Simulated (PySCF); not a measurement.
**How methods differ on the excitation energy of Nb⁺**

Nb⁺ [Kr] 4d4 (5D) → Nb⁺ [Kr] 4d3 5p1 (high-spin determinant), as a difference of total energies. Calculation: PySCF 2.14, in x2c-QZVPPall (13s8p7d3f2g, 111 functions); the spin-free X2C one-electron Hamiltonian (Gaussian nucleus). Correlated levels: valence: [Kr] frozen; valence and next inner shell: [Ar] 3d10 frozen. The calculations carry no spin-orbit coupling.

```csv
method,excitation energy (eV)
UHF,3.925
LDA,4.592
PBE,4.446
PBE0,4.440
TPSSh,4.338
TPSS,4.332
M06,4.358
MP2 (valence),4.222
SCS-MP2 (valence),4.024
MP2 (valence and next inner shell),4.513
SCS-MP2 (valence and next inner shell),4.316
```

How much does correlation contribute at MP2 (valence and next inner shell)?

4.513 − (3.925) = 0.588 eV, measured against UHF.

A first-order spin-orbit estimate (lowest level to lowest level, LS coupling) adds -0.096 eV.

The basis was made for the ground configuration and has no added diffuse functions, so the excitation energy can come out too high.

The determinant of the upper state mixes LS terms, which raises its energy above the lowest term, most at the Hartree-Fock and MP2 levels.
